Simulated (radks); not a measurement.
Neutral silver inside a hard spherical wall (all orbitals vanish at R), configuration held at [Kr] 4d10 5s1 and not refilled when levels cross. Calculated with a radial shooting solver on a logarithmic mesh with Libxc functionals: scalar-relativistic Kohn-Sham, PBEsol, spin-polarised, spherical densities, finite nucleus; open shells are filled with parallel spins first (spin-orbit coupling, left out, can overturn this in heavy ions); Fermi nuclear charge, rms radius 4.5454 fm. Eigenvalues in eV for spin up, with the zero of energy where the potential of the charges vanishes at infinity; a dash marks a level that is unbound or too diffuse for the functional's potential to be trusted. A positive occupied level is held by the wall or, in an anion where self-interaction has pushed it up, behind a barrier. The pressure on the wall is -dE/dV.

\begin{tabular}{lrrrrrrrrr}
R (bohr) & E (hartree) & kinetic (hartree) & e(4s) & e(4p) & e(4d) & e(5s) & e(5p, empty) & e(6s, empty) & pressure (GPa) \\ \hline
free & -5313.40200 & 5519.379 & -94.906 & -58.465 & -7.505 & -4.781 & -0.921 & - & 0 \\
20 & -5313.40200 & 5519.379 & -94.906 & -58.465 & -7.505 & -4.781 & -0.920 & - & < 0.0001 \\
12 & -5313.40198 & 5519.379 & -94.903 & -58.462 & -7.503 & -4.778 & -0.865 & 0.904 & 0.000404 \\
10 & -5313.40179 & 5519.381 & -94.886 & -58.445 & -7.487 & -4.762 & -0.744 & 1.892 & 0.00576 \\
8 & -5313.39992 & 5519.396 & -94.784 & -58.343 & -7.389 & -4.653 & -0.338 & 4.386 & 0.0863 \\
6 & -5313.38122 & 5519.507 & -94.209 & -57.771 & -6.856 & -3.932 & 1.248 & 11.832 & 1.60 \\
4 & -5313.12663 & 5520.696 & -90.339 & -54.001 & -3.346 & 1.893 & 10.118 & 43.258 & 58.3 \\
2 & -5303.03126 & 5559.344 & -47.971 & -11.895 & 43.772 & 109.57 & 135.98 & 345.42 & 14700 \\
\end{tabular}
